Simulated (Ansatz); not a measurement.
Stepwise reaction of `O[SiH2][SiH](O)Cl` with hydrogen, as a gas-phase model of exchange steps in deposition or etching. ΔE in kJ/mol.

Program: Ansatz. Geometries: PBE0-D4/def2-TZVP. ΔE: electronic, gas phase. CBS: MP2 limit from def2 TZ/QZ plus the TZ coupled-cluster correction, frozen cores. This one scheme is used for every species. DFT in def2-TZVPP. B3LYP here is the variant with VWN-RPA as its local correlation; programs differ in this. One conformer a species, not always the lowest.

```csv
step,reaction,PBE-D4,B3LYP-D4,ωB97M-V,CCSD(T)/CBS
1,`O[SiH2][SiH](O)Cl` + H₂ → `O[SiH]([SiH3])Cl` + H₂O,53.1,59.6,58.6,55.2
```

Problem. Give the row of step 2, `O[SiH]([SiH3])Cl` + H₂ → `[SiH3][SiH2]Cl` + H₂O. (Estimate.)

Solution. The calculation gave: 
```
step                                          reaction  PBE-D4  B3LYP-D4  ωB97M-V  CCSD(T)/CBS
   2  `O[SiH]([SiH3])Cl` + H₂ → `[SiH3][SiH2]Cl` + H₂O    74.4      80.6     80.2         76.6
```

Problem. By hand: ΔE of the 2 steps together at CCSD(T)/CBS.

Solution. (55.2) + (76.6) = 131.8 kJ/mol, or 65.9 kJ/mol a step.

In ΔE each step is higher than the one before. All are uphill at CCSD(T)/CBS. PBE-D4 differs from CCSD(T)/CBS by -2.2 to -2.1 kJ/mol a step. Isolated molecules leave out the surface, adducts and barriers. Largest T1 diagnostic: 0.012.
